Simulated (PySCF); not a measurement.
**Converging MgTl in the basis (CCSD(T))**

PySCF, ROHF reference; doublet, unpaired electrons π ↑; De to Mg + Tl without counterpoise correction. Frozen cores follow the default of each basis and core potential.

| basis | relativity | functions | Re (Å) | ωe (cm⁻¹) | De (eV) | frozen orbitals |
| --- | --- | --- | --- | --- | --- | --- |
| cc-pVDZ/cc-pVDZ-PP | scalar-relativistic core potentials | 41 | 3.101 | 121 | 0.23 | 5 |
| def2-SVP | scalar-relativistic core potentials | 44 | 3.116 | 121 | 0.26 | 5 |
| def2-SVPD | scalar-relativistic core potentials | 53 | 3.113 | 122 | 0.27 | 5 |

Question: How does each smaller set differ from the one with most functions, def2-SVPD?

Answer: cc-pVDZ/cc-pVDZ-PP: -1.2 pm, -0.8 % in ωe, -0.04 eV in De; def2-SVP: +0.3 pm, -0.8 % in ωe, -0.01 eV in De. All at CCSD(T); the set with most functions is neither the basis-set limit nor always the best.

Correlated steps freeze 5 core orbitals. The bond is weak. Basis-set superposition, not corrected here, can be much of De in a small basis, most of all at correlated wavefunction levels. These are scalar-relativistic numbers at best; spin–orbit coupling would shift them, the dissociation energy most. The state was picked by a PBE0 search and need not be the measured ground state.
